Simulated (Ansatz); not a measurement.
Ansatz (a quantum-chemistry and plane-wave program) input (CCSD(T)/def2-SVPD):

Ansatz 0.2 input:
```yaml
crystal:
  periodic: [false, false, false]
  atoms:
    - {symbol: Zr, position_ang: [-0.00000000, -0.00000000, -0.04556062]}
    - {symbol: H, position_ang: [0.00000000, 0.00000000, 1.82242497]}
basis:
  gaussian:
    orbitals: def2-SVPD
magnetization: {spin_polarized: true, initial_magnetization: 3}
correlation: {method: ccsd_t, electrons: outside_noble_gas}
output: {forces: true}
```

Output:

```
Functional definition: HF
integrals: 0.02 GiB planned
400 factors; integrals over basis functions are off by at most 1.3e-3 eV
mean field: 0.06 GiB planned
mean field evaluation 1: about -1277.0548 eV, gradient 1.1e1 eV
mean field evaluation 2: about -1277.0563 eV, gradient 1.1e1 eV
mean field evaluation 4: about -1278.4451 eV, gradient 2.1e0 eV
mean field evaluation 8: about -1278.6813 eV, gradient 2.1e-1 eV
mean field evaluation 16: about -1278.7709 eV, gradient 6.7e-1 eV
mean field evaluation 32: about -1278.6827 eV, gradient 5.9e-2 eV
mean field evaluation 64: about -1278.6689 eV, gradient 4.6e-6 eV
mean field evaluation 96: about -1279.0697 eV, gradient 7.6e-3 eV
mean field evaluation 128: about -1278.6689 eV, gradient 4.9e-6 eV
mean field evaluation 160: about -1278.8783 eV, gradient 6.0e-1 eV
mean field evaluation 192: about -1279.1631 eV, gradient 7.3e-1 eV
mean field evaluation 224: about -1278.5956 eV, gradient 2.0e0 eV
mean field evaluation 256: about -1279.0698 eV, gradient 1.7e0 eV
mean field evaluation 288: about -1279.1366 eV, gradient 4.6e-3 eV
mean field evaluation 320: about -1279.2255 eV, gradient 1.7e-3 eV
mean field evaluation 352: about -1279.0697 eV, gradient 7.3e-4 eV
mean field evaluation 384: about -1278.6775 eV, gradient 2.0e-1 eV
mean field evaluation 416: about -1278.6690 eV, gradient 5.3e-2 eV
mean field evaluation 448: about -1278.6682 eV, gradient 3.9e-1 eV
mean field evaluation 480: about -1278.6849 eV, gradient 1.6e-1 eV
mean field evaluation 512: about -1277.7462 eV, gradient 2.2e0 eV
mean field evaluation 544: about -1277.6177 eV, gradient 1.1e0 eV
mean field evaluation 576: about -1277.7917 eV, gradient 6.2e-1 eV
mean field evaluation 608: about -1277.5535 eV, gradient 3.4e-2 eV
mean field evaluation 640: about -1276.9917 eV, gradient 9.4e-1 eV
mean field evaluation 672: about -1276.9836 eV, gradient 8.7e-1 eV
mean field evaluation 704: about -1278.7249 eV, gradient 1.4e0 eV
mean field evaluation 736: about -1279.1366 eV, gradient 1.2e-3 eV
mean field evaluation 768: about -1279.1366 eV, gradient 4.5e-3 eV
mean field evaluation 800: about -1278.6689 eV, gradient 1.9e-3 eV
mean field evaluation 832: about -1277.8723 eV, gradient 2.8e-4 eV
mean field evaluation 864: about -1277.6816 eV, gradient 1.9e0 eV
mean field evaluation 896: about -1277.6274 eV, gradient 1.9e-2 eV
mean field evaluation 928: about -1277.6275 eV, gradient 7.2e-3 eV
mean field evaluation 960: about -1277.4118 eV, gradient 7.8e-1 eV
mean field evaluation 992: about -1277.6272 eV, gradient 1.2e-1 eV
mean field evaluation 1024: about -1277.5136 eV, gradient 5.1e0 eV
mean field evaluation 1056: about -1276.7491 eV, gradient 2.6e-2 eV
mean field evaluation 1088: about -1276.3695 eV, gradient 4.0e0 eV
mean field evaluation 1120: about -1278.6689 eV, gradient 5.0e-4 eV
mean field evaluation 1152: about -1279.0697 eV, gradient 3.6e-3 eV
mean field evaluation 1184: about -1279.1366 eV, gradient 7.7e-6 eV
mean field evaluation 1216: about -1277.2794 eV, gradient 1.2e-4 eV
mean field -1279.22552973 eV, -47.0106711275 hartree, gradient 6.4e-6 eV, S^2 3.758791; 38 other end points of the search recorded, 0 dependent functions left out
determinant -1279.22552973 eV, -47.0106711275 hartree, with singles and doubles -1280.75895344 eV, -47.0670234093 hartree
determinant -1279.13661974 eV, -47.0074037457 hartree, with singles and doubles -1280.68090818 eV, -47.0641552988 hartree
determinant -1279.06968807 eV, -47.0049440520 hartree, with singles and doubles -1280.66704559 eV, -47.0636458580 hartree
determinant -1278.80438788 eV, -46.9951944498 hartree, with singles and doubles -1280.50170433 eV, -47.0575696790 hartree
determinant -1278.68294614 eV, -46.9907315482 hartree, with singles and doubles -1280.37385046 eV, -47.0528711358 hartree
determinant -1278.67389620 eV, -46.9903989691 hartree, with singles and doubles -1280.33512967 eV, -47.0514481732 hartree
determinant -1278.66892146 eV, -46.9902161507 hartree, with singles and doubles -1280.09359273 eV, -47.0425718540 hartree
determinant -1277.87225161 eV, -46.9609390736 hartree, with singles and doubles -1279.53587298 eV, -47.0220760316 hartree
determinant -1277.70028147 eV, -46.9546192877 hartree, with singles and doubles -1279.29339938 eV, -47.0131652910 hartree
determinant -1277.62747085 eV, -46.9519435467 hartree, with singles and doubles -1279.30322746 eV, -47.0135264661 hartree
determinant -1277.61513434 eV, -46.9514901884 hartree, with singles and doubles -1279.31256934 eV, -47.0138697739 hartree
determinant -1277.55364309 eV, -46.9492304268 hartree, with singles and doubles -1279.10775696 eV, -47.0063430577 hartree
determinant -1277.48044071 eV, -46.9465402888 hartree, with singles and doubles -1279.01394286 eV, -47.0028954532 hartree
determinant -1277.27938226 eV, -46.9391515269 hartree, with singles and doubles -1278.92137013 eV, -46.9994934684 hartree
determinant -1276.75871768 eV, -46.9200174568 hartree, with singles and doubles -1278.25740150 eV, -46.9750930711 hartree
determinant -1276.74910922 eV, -46.9196643523 hartree, with singles and doubles -1278.50580851 eV, -46.9842218604 hartree
determinant -1276.72878347 eV, -46.9189173945 hartree, with singles and doubles -1278.47822917 eV, -46.9832083382 hartree
determinant -1276.61284905 eV, -46.9146568832 hartree, with singles and doubles -1278.14331182 eV, -46.9709003527 hartree
determinant -1276.59760504 eV, -46.9140966761 hartree, with singles and doubles -1278.14418936 eV, -46.9709326017 hartree
determinant -1279.22552973 eV, -47.0106711275 hartree, with singles and doubles -1280.76012098 eV, -47.0670663157 hartree
determinant -1279.13661974 eV, -47.0074037457 hartree, with singles and doubles -1280.69026825 eV, -47.0644992753 hartree
determinant -1279.06968807 eV, -47.0049440520 hartree, with singles and doubles -1280.68001507 eV, -47.0641224779 hartree
determinant -1278.80438788 eV, -46.9951944498 hartree, with singles and doubles -1280.53846761 eV, -47.0589207046 hartree
determinant -1278.68294614 eV, -46.9907315482 hartree, with singles and doubles -1280.44280330 eV, -47.0554051060 hartree
determinant -1278.67389620 eV, -46.9903989691 hartree, with singles and doubles -1280.36028518 eV, -47.0523726211 hartree
4 core orbitals not correlated
reference -1279.22552973 eV, -47.0106711275 hartree; 4, 1 occupied and 34, 37 virtual orbitals, 400 factors
densities: 0.10 GiB planned
second order -1.15717841 eV of doubles, -0.00000000 eV of singles
coupled cluster: 0.09 GiB planned
cycle   1  -1.53458732 eV  change    3.9e-6 eV  update   5.6e-6
cycle   2  -1.53458363 eV  change    3.7e-6 eV  update   4.6e-6
cycle   3  -1.53458226 eV  change    1.4e-6 eV  update   2.8e-6
cycle   4  -1.53458396 eV  change   -1.7e-6 eV  update   1.5e-6
cycle   5  -1.53458411 eV  change   -1.5e-7 eV  update   8.3e-7
cycle   6  -1.53458404 eV  change    6.8e-8 eV  update   5.2e-7
cycle   7  -1.53458413 eV  change   -8.6e-8 eV  update   4.2e-7
cycle   8  -1.53458409 eV  change    3.5e-8 eV  update   2.9e-7
cycle   9  -1.53458402 eV  change    6.9e-8 eV  update   2.1e-7
cycle  10  -1.53458395 eV  change    6.8e-8 eV  update   1.6e-7
cycle  11  -1.53458394 eV  change    1.8e-8 eV  update   1.1e-7
cycle  12  -1.53458392 eV  change    1.1e-8 eV  update   8.9e-8
perturbative correction -0.03319445 eV, -0.0012198736 hartree
the calculation of the forces begins
Total energy: -1280.79330811 eV, -47.0682859201 hartree
Atom 0 at    -0.000000    -0.000000    -0.045561 Å, force    -0.000000    -0.000000    -0.283420 eV/Å
Atom 1 at     0.000000     0.000000     1.822425 Å, force     0.000000     0.000000     0.283420 eV/Å
Dipole moment:    -0.000000    -0.000000    -0.521250 e Å
```

The spin state was set by rule; other spins were not relaxed.
